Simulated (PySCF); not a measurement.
formamidinium (CH5N2), SMILES NC=[NH2+], charge +1.

Coordinates come from a PBE0-D3(BJ)/def2-TZVP optimisation. One conformer was computed; it need not be the lowest.

Calculation: SMD-B3LYP/6-31G* in PySCF.

Solvation free energies are E(SMD) − E(gas) at the gas-phase geometry, for 1 M in both phases.

```csv
solvent,ΔG(solv) (kcal/mol),its non-electrostatic (CDS) part
water,-68.7,3.2
dichloromethane,-65.1,-0.7
acetone,-69.7,-0.5
```
